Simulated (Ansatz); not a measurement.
`N/C=C(\F)[SiH3]` → 2 C• + F• + 6 H• + N• + Si•  (atomization)

Program: Ansatz. Geometries: PBE0-D4/def2-TZVP. ΔE: electronic, gas phase. CBS: MP2 limit from def2 TZ/QZ plus the TZ coupled-cluster correction, frozen cores. This one scheme is used for every species, atoms too. For atomizations the MP2-based limit and the directly extrapolated one differ by several kJ/mol either way, and by 10 to 25 for some Ge, Se and Sn compounds, so smaller differences from it don't rank the levels. Functionals use def2-TZVPP. B3LYP here is the variant with VWN-RPA as its local correlation; programs differ in this. HSE06 is defined as in plane-wave codes. No spin–orbit coupling; open shells (•) take unrestricted orbitals. Spin–orbit coupling would lower the free atoms: a little for C, F, Si. One conformer a species, not always the lowest.

```json
{"level": "LDA (SPW92)", "ΔE (kJ/mol)": "4633.2", "difference from CCSD(T)/CBS": "635.1"}
{"level": "BLYP-D4", "ΔE (kJ/mol)": "4027.8", "difference from CCSD(T)/CBS": "29.7"}
{"level": "PBE0-D4", "ΔE (kJ/mol)": "4014.4", "difference from CCSD(T)/CBS": "16.3"}
{"level": "B3LYP-D4", "ΔE (kJ/mol)": "4018.6", "difference from CCSD(T)/CBS": "20.5"}
{"level": "PBE", "ΔE (kJ/mol)": "4087.5", "difference from CCSD(T)/CBS": "89.4"}
{"level": "revPBE", "ΔE (kJ/mol)": "3936.6", "difference from CCSD(T)/CBS": "-61.5"}
{"level": "r2SCAN", "ΔE (kJ/mol)": "4005.2", "difference from CCSD(T)/CBS": "7.1"}
{"level": "r2SCANh", "ΔE (kJ/mol)": "3973.8", "difference from CCSD(T)/CBS": "-24.3"}
{"level": "HSE06", "ΔE (kJ/mol)": "4002.2", "difference from CCSD(T)/CBS": "4.1"}
{"level": "CAM-B3LYP", "ΔE (kJ/mol)": "4018.6", "difference from CCSD(T)/CBS": "20.5"}
{"level": "HF/def2-SVP", "ΔE (kJ/mol)": "2846.8", "difference from CCSD(T)/CBS": "-1151.3"}
{"level": "SCS-MP2/def2-TZVPP", "ΔE (kJ/mol)": "3934.0", "difference from CCSD(T)/CBS": "-64.1"}
{"level": "CCSD(T)/def2-TZVPP", "ΔE (kJ/mol)": "3881.4", "difference from CCSD(T)/CBS": "-116.7"}
{"level": "HF/def2-QZVPP", "ΔE (kJ/mol)": "2838.8", "difference from CCSD(T)/CBS": "-1159.3"}
{"level": "SCS-MP2/def2-QZVPP", "ΔE (kJ/mol)": "4012.2", "difference from CCSD(T)/CBS": "14.1"}
{"level": "HF/CBS(def2)", "ΔE (kJ/mol)": "2839.9", "difference from CCSD(T)/CBS": "-1158.2"}
{"level": "CCSD(T)/CBS", "ΔE (kJ/mol)": "3998.1", "difference from CCSD(T)/CBS": "0"}
```

Largest T1 diagnostic among the species: 0.013.

From PBE to PBE0 (25 % exact exchange), in def2-TZVPP and without D4, ΔE moves by −90.0 kJ/mol: exact exchange takes away binding that semilocal exchange gives to molecules. In def2-TZVPP, CCSD(T) changes the Hartree–Fock value by +1050.1 kJ/mol (the triples alone add +65.2 kJ/mol) and MP2 by +1110.4 kJ/mol; breaking electron pairs costs correlation energy, which Hartree–Fock lacks. The D4 term adds +32.3 kJ/mol with B3LYP and +16.9 kJ/mol with PBE0; it sums over pairs of atoms, weighted by their polarisabilities, and B3LYP, whose exchange is more repulsive, gets the larger term.
